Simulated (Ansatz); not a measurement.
The cluster Bi₃⁻, relaxed as a quintet with UKS r2SCAN-D4/def2-SVPD in Ansatz, starting from the r2SCAN-D4/def2-SVPD geometry of the charge -1 singlet. Force threshold 0.02 eV/Å.

In the def2 sets Bi takes a core potential; there is no spin–orbit coupling. The highest occupied level of the charge -1 quintet lies above zero (up to 0.60 eV). The electron is either unbound and held by the finite basis, or the level is raised by self-interaction error. At r2SCAN-D4/def2-SVPD a triplet of charge -1 lies 1.16 eV below the quintet, each at its own geometry. The structure comes from a short search, and lower isomers may exist.

Start:

```xyz
3

Bi    1.6463    0.7334   -0.0898
Bi   -0.5042   -1.5438    0.7866
Bi   -1.1422    0.8104   -0.6968
```

| step | energy (eV) | largest force component (eV/Å) | SCF passes |
| --- | --- | --- | --- |
| 1 | -17531.7836 | 1.741 | 37 |
| 2 | -17532.2707 | 0.489 | 40 |
| 3 | -17532.4391 | 0.198 | 41 |
| 4 | -17532.4869 | 0.093 | 42 |
| 5 | -17532.4877 | 0.006 | 38 |

Force components are those of the run's own axes.

End:

```xyz
3

Bi    1.9180    1.1750   -0.2891
Bi   -0.9499   -1.8619    0.8797
Bi   -0.9681    0.6869   -0.5906
```

Bonds lost: Bi1–Bi2 (atoms count from 1).

No frequencies were taken in this run, so the end may be a saddle point.

Hardware: 4 threads of Arm Neoverse N1 on a shared host. Wall time 45 s.
